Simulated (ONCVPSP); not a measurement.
## An all-electron radial function and its pseudo partner (Mn)

Columns: radius, all-electron u(r) and pseudo u(r) of the 3d shell (level -6.79 eV) of manganese in the configuration [Ne] 3s2 3p6 3d5 4s2; PBEsol, scalar-relativistic, ONCV scheme, ONCVPSP 4.0.1.

```
r (bohr)  all-electron  pseudo
   0.082        0.0368  0.0045
   0.165        0.1703  0.0349
   0.248        0.3484  0.1095
   0.330        0.5188  0.2308
   0.413        0.6613  0.3917
   0.495        0.7657  0.5674
   0.578        0.8355  0.7363
   0.660        0.8738  0.8712
   0.742        0.8878  0.9596
   0.825        0.8836  0.9975
   0.908        0.8662  0.9895
   0.990        0.8402  0.9490
   1.072        0.8086  0.8906
   1.155        0.7731  0.8261
   1.238        0.7360  0.7649
   1.320        0.6987  0.7117
   1.402        0.6617  0.6660
   1.485        0.6251  0.6258
   1.568        0.5897  0.5896
   1.650        0.5562  0.5561
   1.733        0.5238  0.5238
   1.815        0.4936  0.4935
   1.898        0.4646  0.4645
   1.980        0.4376  0.4375
   2.062        0.4121  0.4121
   2.145        0.3879  0.3878
```

Task: How many radial nodes do the two functions have?

Result: The all-electron 3d function has n − l − 1 = 0; the pseudo-wave has 0.

Task: At about which radius was the pseudo-wave matched?

Result: 1.60 bohr, where the columns begin to agree (steps of 0.08 bohr).

Task: Is the pseudo-wave norm-conserving?

Result: Yes: the ONCV scheme keeps the norm inside the radius equal to the all-electron one, which fixes the energy derivative of the logarithmic derivative at the level.
